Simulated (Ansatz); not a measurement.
Two isomers of C4H9Al: A = `C=[CH][Al]([CH3])[CH3]`, B = `[CH3][AlH][CH]1CC1`.

Calculated with Ansatz (gas phase, PBE0-D4/def2-TZVP geometries, no zero-point term in ΔE). CCSD(T)/CBS adds triple-zeta CCSD(T) − MP2 to the extrapolated MP2 energy (def2 sets, frozen cores). DFT in def2-TZVPP. B3LYP here is the variant with VWN-RPA as its local correlation; programs differ in this. One conformer a species, not always the lowest.

A:

```xyz
14

C    -1.106   -2.183    0.576
C    -0.975   -0.922    0.997
Al    0.108    0.375    0.023
C     1.022   -0.197   -1.609
C     0.261    2.208    0.686
H    -1.698   -2.929    1.104
H    -0.619   -2.539   -0.331
H    -1.502   -0.668    1.918
H     0.972    0.574   -2.384
H     0.626   -1.124   -2.032
H     2.087   -0.364   -1.409
H    -0.631    2.785    0.415
H     0.332    2.245    1.777
H     1.122    2.740    0.272
```

B:

```xyz
14

C     0.897    1.649   -1.198
Al   -0.604    1.341    0.016
C    -0.857   -0.418    0.774
C    -0.501   -1.648   -0.049
C     0.355   -1.277    1.101
H     1.511    0.761   -1.367
H     1.552    2.438   -0.813
H     0.542    1.999   -2.174
H    -1.600    2.533    0.369
H    -1.694   -0.582    1.448
H    -1.141   -2.516    0.051
H    -0.106   -1.507   -1.050
H     0.303   -1.892    1.993
H     1.344   -0.880    0.899
```

(1) Which is lower in electronic energy at CCSD(T)/CBS, and by how much? (An estimate is asked.)

(2) Give E(B) − E(A) in kcal/mol with HF/def2-TZVPP, B3LYP-D4, B2PLYP, CCSD/def2-TZVPP, ωB97M-V, PBE-D4, B3LYP. (Best estimate.)

Largest T1 diagnostic: 0.010.

Results:

(1) Computed: A, by 16.4 kcal/mol.

(2) Ansatz gave: HF/def2-TZVPP 18.3, B3LYP-D4 17.7, B2PLYP 17.1, CCSD/def2-TZVPP 15.7, ωB97M-V 14.8, PBE-D4 13.5, B3LYP 18.3. None reverses the order clearly.

From PBE to PBE0 (25 % exact exchange), in def2-TZVPP and without D4, E(B) − E(A) moves by −1.6 kcal/mol. In def2-TZVPP, CCSD(T) changes the Hartree–Fock value by −2.4 kcal/mol (the triples alone add +0.2 kcal/mol) and MP2 by −5.1 kcal/mol.
